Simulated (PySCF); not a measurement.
Compound: C3H9GeO (doublet state).
Numbering: `[CH2:1][C@H:2]([CH3:3])[O:4][GeH3:5]` (hydrogens: H6, H7 on C1; H8 on C2; H9, H10, H11 on C3; H12, H13, H14 on Ge5)

Geometry (PBE0-D3(BJ)/def2-SVP, Å), atoms numbered from 1 in this order:
```xyz
14
C3H9GeO angstrom
C     -0.3910   -0.8585    1.1528
C     -0.5190    0.2262    0.1395
C     -1.8640    0.1898   -0.5802
O      0.4806    0.1401   -0.8551
Ge     2.2038    0.2549   -0.3917
H     -0.1269   -1.8667    0.8196
H     -0.7464   -0.7200    2.1767
H     -0.4440    1.2035    0.6646
H     -1.9057    1.0018   -1.3215
H     -1.9790   -0.7685   -1.1081
H     -2.6975    0.3085    0.1276
H      2.3649    1.4256    0.6014
H      2.9314    0.5227   -1.7156
H      2.6916   -1.0603    0.2458
```

Computed, not measured: PySCF, PBE0-D3(BJ)/def2-SVP geometry optimisation, gas phase.

Masses are those of the commonest isotopes; rigid-rotor values at the optimised geometry. The values belong to one conformer with, in the numbering `[CH2:1][C@H:2]([CH3:3])[O:4][GeH3:5]`, H–C1–C2–C3 80° and -87°, C1–C2–O4–Ge5 -60°.

Task: What are A, B and C (MHz)?

Result: Ia = 64.81, Ib = 324.21, Ic = 366.87 u·Å²; 505379 MHz·u·Å²/I gives A = 7798, B = 1559, C = 1378 MHz.

Task: Classify the top.

Result: A near-prolate asymmetric top; Ray's κ = -0.944.

Task: What does the inertial defect say?

Result: Not planar: Δ = Ic − Ia − Ib = -22.15 u·Å². For a rigid frame Δ = −2 Σ m c², so Σ m c² = 11.08 u·Å² lies off the ab plane: 8.47 from hydrogen and 2.60 from heavier atoms. The atom farthest from that plane is 1.52 Å away.

Task: Give the other two planar moments, Paa and Pbb, and the rms extents of the mass along the axes.

Result: Paa = Σ m a² = (Ib + Ic − Ia)/2 = 313.14 and Pbb = Σ m b² = (Ia + Ic − Ib)/2 = 53.73 u·Å². With the mass M = 134.99 u, the rms extents √(P/M) along a, b and c are 1.52, 0.63, 0.29 Å.

Task: Where do the levels up to J = 5 lie, in K?

Result: Above 0(0,0), as E/k:
J = 1: 1(0,1) 0.141, 1(1,1) 0.440, 1(1,0) 0.449
J = 2: 2(0,2) 0.423, 2(1,2) 0.714, 2(1,1) 0.740, 2(2,1) 1.638, 2(2,0) 1.638
J = 3: 3(0,3) 0.845, 3(1,3) 1.123, 3(1,2) 1.175, 3(2,2) 2.061, 3(2,1) 2.062, 3(3,1) 3.580, 3(3,0) 3.580
J = 4: 4(0,4) 1.406, 4(1,4) 1.669, 4(1,3) 1.756, 4(2,3) 2.624, 4(2,2) 2.627, 4(3,2) 4.144, 4(3,1) 4.144, 4(4,1) 6.270, 4(4,0) 6.270
J = 5: 5(0,5) 2.107, 5(1,5) 2.351, 5(1,4) 2.482, 5(2,4) 3.328, 5(2,3) 3.335, 5(3,3) 4.849, 5(3,2) 4.849, 5(4,2) 6.975, 5(4,1) 6.975, 5(5,1) 9.709, 5(5,0) 9.709

Task: Which lines would a microwave search look for?

Result: The dipole components are |μa| = 0.07 D, |μb| = 0.87 D, |μc| = 0.61 D. Intensities carry the squares of the components, which stand as 0.01 : 1.00 : 0.49 (a : b : c). Some lines, for components of 0.1 D or more:

```tsv
type	branch	J(Ka,Kc)	MHz	lower level (cm⁻¹)
c	Q	2(1,2) ← 2(0,2)	6062	0.294
c	Q	1(1,1) ← 1(0,1)	6239	0.098
b	Q	1(1,0) ← 1(0,1)	6421	0.098
b	Q	2(1,1) ← 2(0,2)	6606	0.294
b	R	1(1,1) ← 0(0,0)	9176	0.000
c	R	1(1,0) ← 0(0,0)	9357	0.000
b	R	2(1,2) ← 1(0,1)	11931	0.098
c	R	2(1,1) ← 1(0,1)	12475	0.098
c	Q	2(2,1) ← 2(1,1)	18718	0.514
b	Q	2(2,0) ← 2(1,1)	18722	0.514
b	Q	2(2,1) ← 2(1,2)	19262	0.496
b	R	2(2,1) ← 1(1,0)	24772	0.312
c	R	2(2,0) ← 1(1,0)	24776	0.312
c	R	2(2,1) ← 1(1,1)	24953	0.306
b	R	2(2,0) ← 1(1,1)	24957	0.306
```

Task: Estimate the classical rotational partition function at 50 K, 200 K and 500 K.

Result: Point group C1, symmetry number σ = 1; q = (√π/σ)·√((kT/h)³/(ABC)), k/h = 20836.6 MHz/K: 14600 at 50 K, 117000 at 200 K, 461000 at 500 K.

For this open shell read J as N, the rotation without spin; fine and hyperfine splittings come on top. No frequency check. ⟨S²⟩ = 0.755 (exact for a doublet: 0.75). Zero-point vibration and centrifugal distortion are left out. A rigid rotor knows nothing of internal rotation, which can split or shift real lines.
